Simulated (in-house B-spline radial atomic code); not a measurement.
# wB97X excitations of Ne⁶⁺

Method: wB97X. Computed with an all-electron radial atomic-structure program (B-spline basis): linear response of the closed shell [He] 2s2 with the functional's adiabatic kernel; scalar-relativistic (spin-free one-electron X2C), finite nucleus, no spin-orbit coupling, no double excitations, S, P, D and F terms only.

Command:
```bash
python run_td.py task.json out
```
Settings (radii: box in bohr, nucleus in fm):
```
Z                        10
electrons                4
configuration            [He] 2s2
hamiltonian              x2c
method                   wb97x
box_radius               14.35
rms_radius               3.0055
intervals                72
```

Time taken, with all properties: 0.4 s on 1 thread of Arm Neoverse N1, on a shared host.

The lowest states, in the order of their Tamm-Dancoff energies; the method's threshold (minus the highest occupied level) is 198.14 eV. Labels give the largest channel, * marks a mixed state, and oscillator strengths are full-response dipole values. Semilocal kernels can invert the small singlet-triplet splittings of Rydberg terms. Energies in eV:

```json
{"state": "2s → 2p 3P", "full response": "10.020", "Tamm-Dancoff": "12.286", "oscillator strength": "-"}
{"state": "2s → 2p 1P", "full response": "24.447", "Tamm-Dancoff": "25.252", "oscillator strength": "0.39"}
{"state": "2s → 3s 3S", "full response": "118.96", "Tamm-Dancoff": "119.03", "oscillator strength": "-"}
{"state": "2s → 3s 1S", "full response": "121.63", "Tamm-Dancoff": "121.67", "oscillator strength": "-"}
{"state": "2s → 3p 3P", "full response": "124.30", "Tamm-Dancoff": "124.39", "oscillator strength": "-"}
{"state": "2s → 3p 1P", "full response": "?", "Tamm-Dancoff": "?", "oscillator strength": "?"}
{"state": "2s → 3d 3D", "full response": "127.78", "Tamm-Dancoff": "127.85", "oscillator strength": "-"}
{"state": "2s → 3d 1D", "full response": "129.11", "Tamm-Dancoff": "129.17", "oscillator strength": "-"}
{"state": "2s → 4s 3S", "full response": "154.24", "Tamm-Dancoff": "154.26", "oscillator strength": "-"}
{"state": "2s → 4s 1S", "full response": "155.04", "Tamm-Dancoff": "155.05", "oscillator strength": "-"}
{"state": "2s → 4p 3P", "full response": "156.32", "Tamm-Dancoff": "156.35", "oscillator strength": "-"}
{"state": "2s → 4p 1P", "full response": "156.51", "Tamm-Dancoff": "156.54", "oscillator strength": "0.14"}
{"state": "2s → 4d 3D", "full response": "?", "Tamm-Dancoff": "?", "oscillator strength": "-"}
{"state": "2s → 4d 1D", "full response": "158.19", "Tamm-Dancoff": "158.20", "oscillator strength": "-"}
{"state": "2s → 4f 3F", "full response": "159.23", "Tamm-Dancoff": "159.24", "oscillator strength": "-"}
{"state": "2s → 4f 1F", "full response": "159.78", "Tamm-Dancoff": "159.79", "oscillator strength": "-"}
```

Where does 2s → 3p 1P lie?

At 124.98 eV in full response, 125.05 eV in Tamm-Dancoff, oscillator strength 0.482.

Where does 2s → 4d 3D lie?

At 157.41 eV in full response, 157.43 eV in Tamm-Dancoff.

How large is the singlet-triplet splitting of 2s → 2p (P terms) in Tamm-Dancoff?

13 eV, from the unrounded values.

What polarisabilities and dispersion coefficient does the method give?

Dipole 0.5209 bohr³, quadrupole 0.09474 bohr⁵, C6 0.2057 hartree·bohr⁶ for two such species.
